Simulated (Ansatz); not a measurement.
Computed with Ansatz on PBE0-D4/def2-TZVP structures; ΔE is electronic, products minus reactants. CCSD(T)/CBS adds triple-zeta CCSD(T) − MP2 to the extrapolated MP2 energy (def2 sets, frozen cores). def2 core potentials past Kr. For In outer-core shells are correlated without core-valence functions, which leaves a few kJ/mol of doubt a bond. One conformer a species, not always the lowest.

Consider the ligand exchange at the Si–C bond: `B[SiH2][CH2][InH2]` + `O[SiH2]F` → `B[SiH2]O[SiH2]F` + `[CH3][InH2]`.

`B[SiH2][CH2][InH2]`:

```xyz
12

B    -0.746   -1.624   -0.556
Si    1.010   -0.650   -0.581
C     0.779    1.159   -0.193
In   -0.945    1.270    1.119
H    -1.634   -1.223    0.162
H    -0.994   -2.636   -1.140
H     1.706   -1.319    0.568
H     1.823   -0.927   -1.802
H     0.559    1.730   -1.097
H     1.670    1.578    0.278
H    -2.423    1.896    0.483
H    -0.806    0.746    2.758
```

`O[SiH2]F`:

```xyz
6

O     0.520    0.025    1.161
Si   -0.002    0.102   -0.380
F    -1.469    0.727   -0.455
H     0.131   -0.620    1.753
H     0.921    1.009   -1.086
H    -0.101   -1.243   -0.993
```

`B[SiH2]O[SiH2]F`:

Cartesian coordinates in Å:
```
B 1.960 0.459 0.373
Si 0.405 -0.564 1.115
O -1.006 -0.390 0.275
Si -1.668 0.170 -1.088
F -0.904 -0.448 -2.346
H 1.897 1.164 -0.590
H 3.020 0.370 0.923
H 0.151 -0.116 2.513
H 0.742 -2.015 1.156
H -1.522 1.641 -1.180
H -3.075 -0.273 -1.151
```

`[CH3][InH2]`:

Z-matrix (Å, degrees):
```
C
In 1 2.153
H 1 1.091 2 110.7
H 1 1.090 2 111.6 3 122.1
H 1 1.093 2 109.1 3 -118.2
H 2 1.731 1 120.0 3 40.5
H 2 1.730 1 120.8 3 -140.1
```

```tsv
species	CCSD(T)/CBS(def2) energy (Eh)
`B[SiH2][CH2][InH2]`	-546.48728
`O[SiH2]F`	-465.96250
`B[SiH2]O[SiH2]F`	-781.64352
`[CH3][InH2]`	-230.83861
```

**Question.** Work out ΔE.

**Answer.** ΔE = (-781.64352) + (-230.83861) − (-546.48728) − (-465.96250) = -0.03235 Eh = -84.9 kJ/mol.

Largest T1 diagnostic among the species: 0.013.

The D4 term adds +4.5 kJ/mol with B3LYP and +2.2 kJ/mol with PBE0; it sums over pairs of atoms, weighted by their polarisabilities, and B3LYP, whose exchange is more repulsive, gets the larger term. From PBE to PBE0 (25 % exact exchange), in def2-TZVPP and without D4, ΔE moves by −4.9 kJ/mol. In def2-TZVPP, CCSD(T) changes the Hartree–Fock value by +35.2 kJ/mol (the triples alone add +5.4 kJ/mol) and MP2 by +36.6 kJ/mol.

B3LYP here is the variant with VWN-RPA as its local correlation; programs differ in this.
